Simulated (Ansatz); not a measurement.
OsO₄. Total charge 0; triplet. Geometry PBE0-D4/def2-SVP, that of the neutral singlet; atoms count from 1.

Cartesian coordinates in Å:
```
Os 0.0000 0.0000 0.0000
O -0.6635 -0.7472 1.3660
O -1.1444 1.0421 -0.6849
O 0.4374 -1.1799 -1.1319
O 1.3705 0.8850 0.4507
```

In the def2 sets Os takes a core potential; there is no spin–orbit coupling. At PBE0-D4/def2-TZVP a singlet of charge 0 lies 3.52 eV below the triplet at the same geometry.

Q: Estimate the Mulliken populations from the PBE0/def2-TZVP orbitals of Ansatz.

A: 
```tsv
atom	charge (e)	spin (α − β)	d electrons
Os1	1.49	0.39	5.46
O2	-0.44	0.12	–
O3	-0.31	0.69	–
O4	-0.31	0.69	–
O5	-0.44	0.12	–
```
Mulliken values depend strongly on the basis.

Q: Where does the spin sit?

A: Summed by element: Os 0.39, O 1.61, of 2 unpaired in all. Largest on single atoms: O4 0.69, O3 0.69, Os1 0.39.

Q: And the Mayer bond orders between heavy atoms (over 0.3)?

A: Os1–O2 1.73 (1.69 Å); Os1–O3 1.40 (1.69 Å); Os1–O4 1.40 (1.69 Å); Os1–O5 1.73 (1.69 Å).
